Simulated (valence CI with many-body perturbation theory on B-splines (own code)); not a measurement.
## Ta LXVI: electric-dipole lines

Calculated by relativistic CI+MBPT: six valence electrons over a frozen Dirac-Fock core [He], radial functions for each j: 9 s, 9 p, 8 d, 6 f, 3 g, 1 h, with the one-electron correlation potential Σ1 (screened to all orders), the two-electron term Σ2, the three-electron term Σ3, Breit, model QED; selected single and double excitations, second order for the rest, scaled by the run's own slope (own B-spline code, finite nucleus).

No measured spectrum was set against this ion. As an estimate, large intervals hold to a few tenths of a per cent, small ones and those within an open d or f shell to about a per cent. Among the levels kept, up to 2300 cm⁻¹ of a level comes from second order outside the variational space, and about a tenth of that is noise between levels of different J, which matters for small intervals.

Lines 151 to 200 of 211 in falling wavelength, among levels below 755.55 Ry, chosen from the strongest by gf and those to the six lowest levels. Wavelengths and rates use the calculated energies. Electric multipoles are in the length gauge with retardation, E1 and E2 with the static RPA response of the core. Weak lines are less certain than strong ones. Lines between different terms over intervals too small for the method are left out, as are lines whose strength nearly cancels. The highest levels of a list are the least certain.

Levels are named by their leading jj configuration (3d3/2^4 stands for four electrons in 3d with j = 3/2), which in mixed levels can hold well under half, so a name can repeat and another be missing. Letters in brackets count levels of one name in rising energy.

| λ vac (Å) | Upper | Lower | A (s⁻¹) | S (a.u.) |
| --- | --- | --- | --- | --- |
| 1.483 | (2s 2p1/2^2 2p3/2^2 3s) J=1 [b] | (2s 2p1/2^2 2p3/2^3) J=1 | 1.64e+14 | 7.90e-04 |
| 1.481 | (2s 2p1/2^2 2p3/2^2 3s) J=2 [b] | (2s 2p1/2^2 2p3/2^3) J=1 | 3.09e+13 | 2.48e-04 |
| 1.481 | (2s^2 2p1/2 2p3/2^2 3s) J=2 [a] | (2s^2 2p1/2 2p3/2^3) J=2 | 9.43e+12 | 7.56e-05 |
| 1.479 | (2s^2 2p1/2 2p3/2^2 3s) J=1 [a] | (2s^2 2p1/2 2p3/2^3) J=2 | 3.65e+13 | 1.75e-04 |
| 1.478 | (2s^2 2p1/2 2p3/2^2 3s) J=2 [a] | (2s^2 2p1/2 2p3/2^3) J=1 | 2.86e+13 | 2.28e-04 |
| 1.477 | (2s 2p1/2^2 2p3/2^2 3s) J=0 | (2s 2p1/2^2 2p3/2^3) J=1 | 1.03e+14 | 1.64e-04 |
| 1.477 | (2s^2 2p1/2 2p3/2^2 3s) J=3 | (2s^2 2p1/2 2p3/2^3) J=2 | 3.63e+13 | 4.03e-04 |
| 1.476 | (2s^2 2p1/2 2p3/2^2 3s) J=1 [a] | (2s^2 2p1/2 2p3/2^3) J=1 | 1.82e+14 | 8.65e-04 |
| 1.475 | (2s^2 2p1/2 2p3/2^2 3s) J=2 [b] | (2s^2 2p1/2 2p3/2^3) J=2 | 1.92e+14 | 1.52e-03 |
| 1.475 | (2s^2 2p1/2 2p3/2^2 3p3/2) J=0 | (2s 2p1/2^2 2p3/2^3) J=1 | 4.68e+11 | 7.41e-07 |
| 1.475 | (2s^2 2p1/2^2 2p3/2 3s) J=2 | (2s^2 2p1/2^2 2p3/2^2) J=2 | 1.06e+14 | 8.36e-04 |
| 1.474 | (2s^2 2p1/2 2p3/2^2 3p3/2) J=2 [a] | (2s 2p1/2^2 2p3/2^3) J=1 | 1.58e+12 | 1.25e-05 |
| 1.473 | (2s^2 2p1/2^2 2p3/2 3s) J=1 | (2s^2 2p1/2^2 2p3/2^2) J=2 | 1.76e+14 | 8.31e-04 |
| 1.472 | (2s^2 2p1/2 2p3/2^2 3p3/2) J=1 [a] | (2s 2p1/2^2 2p3/2^3) J=1 | 5.48e+12 | 2.59e-05 |
| 1.472 | (2s^2 2p1/2 2p3/2^2 3s) J=2 [b] | (2s^2 2p1/2 2p3/2^3) J=1 | 2.69e+13 | 2.12e-04 |
| 1.469 | (2s 2p1/2^2 2p3/2^2 3s) J=1 [a] | (2s 2p1/2^2 2p3/2^3) J=2 | 8.23e+13 | 3.86e-04 |
| 1.468 | (2s 2p1/2^2 2p3/2^2 3s) J=1 [b] | (2s 2p1/2^2 2p3/2^3) J=2 | 4.77e+13 | 2.23e-04 |
| 1.467 | (2s^2 2p1/2 2p3/2^2 3s) J=1 [b] | (2s^2 2p1/2 2p3/2^3) J=2 | 8.99e+13 | 4.20e-04 |
| 1.467 | (2s 2p1/2^2 2p3/2^2 3s) J=2 [b] | (2s 2p1/2^2 2p3/2^3) J=2 | 3.76e+12 | 2.93e-05 |
| 1.465 | (2s^2 2p1/2 2p3/2^2 3p3/2) J=1 [b] | (2s 2p1/2^2 2p3/2^3) J=1 | 6.35e+12 | 2.95e-05 |
| 1.464 | (2s^2 2p1/2 2p3/2^2 3s) J=0 | (2s^2 2p1/2 2p3/2^3) J=1 | 1.10e+14 | 1.70e-04 |
| 1.464 | (2s^2 2p1/2 2p3/2^2 3s) J=1 [b] | (2s^2 2p1/2 2p3/2^3) J=1 | 1.79e+13 | 8.32e-05 |
| 1.463 | (2s^2 2p1/2 2p3/2^2 3p3/2) J=2 [b] | (2s 2p1/2^2 2p3/2^3) J=1 | 2.34e+09 | 1.81e-08 |
| 1.461 | (2s^2 2p1/2 2p3/2^2 3p3/2) J=3 [a] | (2s 2p1/2^2 2p3/2^3) J=2 | 2.96e+11 | 3.19e-06 |
| 1.460 | (2s^2 2p1/2 2p3/2^2 3p3/2) J=2 [a] | (2s 2p1/2^2 2p3/2^3) J=2 | 4.75e+12 | 3.65e-05 |
| 1.458 | (2s^2 2p1/2 2p3/2^2 3p3/2) J=1 [a] | (2s 2p1/2^2 2p3/2^3) J=2 | 2.49e+12 | 1.14e-05 |
| 1.457 | (2s^2 2p1/2 2p3/2^2 3p3/2) J=3 [b] | (2s 2p1/2^2 2p3/2^3) J=2 | 2.98e+11 | 3.18e-06 |
| 1.451 | (2s^2 2p1/2 2p3/2^2 3p3/2) J=1 [b] | (2s 2p1/2^2 2p3/2^3) J=2 | 3.11e+10 | 1.41e-07 |
| 1.449 | (2s^2 2p1/2 2p3/2^2 3p3/2) J=2 [b] | (2s 2p1/2^2 2p3/2^3) J=2 | 2.54e+11 | 1.91e-06 |
| 1.403 | (2s 2p1/2^2 2p3/2^2 3p1/2) J=2 [a] | (2s^2 2p1/2 2p3/2^3) J=2 | 1.29e+11 | 8.76e-07 |
| 1.402 | (2s 2p1/2^2 2p3/2^2 3p1/2) J=3 | (2s^2 2p1/2 2p3/2^3) J=2 | 3.32e+10 | 3.16e-07 |
| 1.400 | (2s 2p1/2^2 2p3/2^2 3p1/2) J=2 [a] | (2s^2 2p1/2 2p3/2^3) J=1 | 4.37e+11 | 2.96e-06 |
| 1.386 | (2s 2p1/2^2 2p3/2^2 3p1/2) J=1 [a] | (2s^2 2p1/2 2p3/2^3) J=2 | 1.20e+12 | 4.75e-06 |
| 1.386 | (2s 2p1/2^2 2p3/2^2 3p1/2) J=1 [b] | (2s^2 2p1/2 2p3/2^3) J=2 | 8.74e+09 | 3.45e-08 |
| 1.386 | (2s 2p1/2^2 2p3/2^2 3p1/2) J=2 [b] | (2s^2 2p1/2 2p3/2^3) J=2 | 6.95e+11 | 4.57e-06 |
| 1.383 | (2s 2p1/2^2 2p3/2^2 3p1/2) J=1 [a] | (2s^2 2p1/2 2p3/2^3) J=1 | 1.52e+11 | 5.97e-07 |
| 1.383 | (2s 2p1/2^2 2p3/2^2 3p1/2) J=1 [b] | (2s^2 2p1/2 2p3/2^3) J=1 | 9.30e+08 | 3.64e-09 |
| 1.383 | (2s 2p1/2^2 2p3/2^2 3p1/2) J=0 | (2s^2 2p1/2 2p3/2^3) J=1 | 1.76e+12 | 2.30e-06 |
| 1.383 | (2s 2p1/2^2 2p3/2^2 3p1/2) J=2 [b] | (2s^2 2p1/2 2p3/2^3) J=1 | 5.71e+10 | 3.73e-07 |
| 1.382 | (2s^2 2p1/2^2 2p3/2 3d3/2) J=1 | (2s^2 2p1/2^2 2p3/2^2) J=0 | 1.24e+14 | 4.85e-04 |
| 1.374 | (2s^2 2p1/2^2 2p3/2 3d3/2) J=2 | (2s^2 2p1/2^2 2p3/2^2) J=2 | 1.25e+14 | 8.03e-04 |
| 1.373 | (2s^2 2p1/2^2 2p3/2 3d3/2) J=3 | (2s^2 2p1/2^2 2p3/2^2) J=2 | 2.57e+13 | 2.30e-04 |
| 1.373 | (2s^2 2p1/2^2 2p3/2 3d3/2) J=1 | (2s^2 2p1/2^2 2p3/2^2) J=2 | 2.55e+14 | 9.75e-04 |
| 1.363 | (2s^2 2p1/2^2 2p3/2 3d5/2) J=1 | (2s^2 2p1/2^2 2p3/2^2) J=0 | 1.33e+15 | 4.99e-03 |
| 1.358 | (2s^2 2p1/2^2 2p3/2 3d5/2) J=2 | (2s^2 2p1/2^2 2p3/2^2) J=2 | 9.70e+14 | 5.99e-03 |
| 1.356 | (2s^2 2p1/2^2 2p3/2 3d5/2) J=3 | (2s^2 2p1/2^2 2p3/2^2) J=2 | 2.17e+15 | 1.86e-02 |
| 1.354 | (2s^2 2p1/2^2 2p3/2 3d5/2) J=1 | (2s^2 2p1/2^2 2p3/2^2) J=2 | 1.16e+14 | 4.28e-04 |
| 1.284 | (2s^2 2p1/2 2p3/2^2 3s) J=1 [a] | (2s^2 2p1/2^2 2p3/2^2) J=0 | 2.23e+11 | 7.00e-07 |
| 1.278 | (2s^2 2p1/2 2p3/2^2 3s) J=2 [a] | (2s^2 2p1/2^2 2p3/2^2) J=2 | 2.27e+13 | 1.17e-04 |
| 1.276 | (2s^2 2p1/2 2p3/2^2 3s) J=1 [a] | (2s^2 2p1/2^2 2p3/2^2) J=2 | 4.72e+13 | 1.45e-04 |
